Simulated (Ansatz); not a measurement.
Basis-set extrapolation for CH₆O₂SSi, SMILES `OC[SiH](O)S` (PBE0-D4/def2-TZVP geometry, frozen core, the Gaussian-basis code of Ansatz). Multiplicity 1, RHF reference.

```
                      def2-TZVPP   def2-QZVPP
                 HF  -877.734432  -877.764050
    MP2 correlation    -0.955262    -1.031942
CCSD(T) correlation    -1.037210      not run
```

Energies in hartree. Use E(X) = E(∞) + A·exp(−7.88·√X) for Hartree–Fock and E(X) = E(∞) + B·X^(−2.97) for correlation, with X = 3 and 4, and add CCSD(T) minus MP2 of the smaller set to the MP2 limit.

What is the CCSD(T) energy at the basis-set limit?

HF limit: -877.764050 + (-0.029618) × 0.13774 = -877.76813. MP2 limit: -1.031942 + (-0.076680) × 0.74074 = -1.08874. Higher-order term: -1.037210 − (-0.955262) = -0.08195. Total: -878.93882 hartree, 438.9 kJ/mol below CCSD(T)/def2-TZVPP.
